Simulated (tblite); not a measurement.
Species: C₄H₁₂FPSi₂.
Atom-mapped SMILES: `[CH2:1]=[CH:2][C@@H:3]([CH2:4][F:5])[SiH2:6][PH:7][SiH3:8]` (hydrogens: H9, H10 on C1; H11 on C2; H12 on C3; H13, H14 on C4; H15, H16 on Si6; H17 on P7; H18, H19, H20 on Si8)

Computed with GFN2-xTB (tblite), gas phase: L-BFGS steps from a force-field or distance-geometry start until the largest atomic force falls under 0.01 eV/Å.

At the end of the run (lengths in Å): C2–C3 1.491, C3–Si6 1.923, Si6–H16 1.467, Si8–H18 1.465, P7–H17 1.378, Si8–H20 1.461, P7–Si8 2.227, Si6–P7–Si8 100.7°, C2–C3–Si6 108.8°, C3–Si6–P7 105.5°, C4–C3–Si6 110.1°, C1–C2–C3–C4 141°, C2–C3–C4–F5 69°, C2–C3–Si6–P7 70°, H12–C3–C2–C1 22°, H11–C2–C3–C4 -41°.

**Question.** These geometries were met on the way; a selection of coordinates is given. Order them by energy above the end point, lowest first.
A. C2–C3 1.493, C3–Si6 1.918, Si6–H16 1.469, Si8–H18 1.464, P7–H17 1.379, Si8–H20 1.461, P7–Si8 2.223, Si6–P7–Si8 97.2°, C2–C3–Si6 110.8°, C3–Si6–P7 108.4°, C4–C3–Si6 109.5°, C1–C2–C3–C4 124°, C2–C3–C4–F5 63°, C2–C3–Si6–P7 72°, H12–C3–C2–C1 6°, H11–C2–C3–C4 -56°
B. C2–C3 1.539, C3–Si6 1.889, Si6–H16 1.498, Si8–H18 1.495, P7–H17 1.407, Si8–H20 1.485, P7–Si8 2.209, Si6–P7–Si8 95.3°, C2–C3–Si6 113.0°, C3–Si6–P7 109.3°, C4–C3–Si6 112.5°, C1–C2–C3–C4 121°, C2–C3–C4–F5 63°, C2–C3–Si6–P7 69°, H12–C3–C2–C1 5°, H11–C2–C3–C4 -58°
C. C2–C3 1.491, C3–Si6 1.921, Si6–H16 1.468, Si8–H18 1.466, P7–H17 1.378, Si8–H20 1.464, P7–Si8 2.228, Si6–P7–Si8 99.7°, C2–C3–Si6 110.3°, C3–Si6–P7 108.2°, C4–C3–Si6 108.4°, C1–C2–C3–C4 127°, C2–C3–C4–F5 68°, C2–C3–Si6–P7 71°, H12–C3–C2–C1 9°, H11–C2–C3–C4 -54°
D. C2–C3 1.499, C3–Si6 1.927, Si6–H16 1.476, Si8–H18 1.468, P7–H17 1.384, Si8–H20 1.470, P7–Si8 2.239, Si6–P7–Si8 94.5°, C2–C3–Si6 113.0°, C3–Si6–P7 108.1°, C4–C3–Si6 110.8°, C1–C2–C3–C4 121°, C2–C3–C4–F5 62°, C2–C3–Si6–P7 69°, H12–C3–C2–C1 4°, H11–C2–C3–C4 -58°
E. C2–C3 1.493, C3–Si6 1.914, Si6–H16 1.470, Si8–H18 1.461, P7–H17 1.382, Si8–H20 1.457, P7–Si8 2.226, Si6–P7–Si8 95.2°, C2–C3–Si6 112.0°, C3–Si6–P7 108.8°, C4–C3–Si6 111.5°, C1–C2–C3–C4 121°, C2–C3–C4–F5 63°, C2–C3–Si6–P7 71°, H12–C3–C2–C1 5°, H11–C2–C3–C4 -58°

**Answer.** C (0.019 eV), A (0.033 eV), E (0.055 eV), D (0.092 eV), B (0.169 eV).

| step | E above end (eV) | rms distance from the end, all atoms (Å) | largest force (eV/Å) | rms shift of all bonds from the end (Å) |
| --- | --- | --- | --- | --- |
| 34 | 0.019 | 0.200 | 0.058 | 0.001 |
| 16 | 0.033 | 0.244 | 0.088 | 0.002 |
| 6 | 0.055 | 0.263 | 0.156 | 0.004 |
| 2 | 0.092 | 0.268 | 0.277 | 0.006 |
| 0 | 0.169 | 0.271 | 1.250 | 0.021 |

Rows stand in the order of the answer.
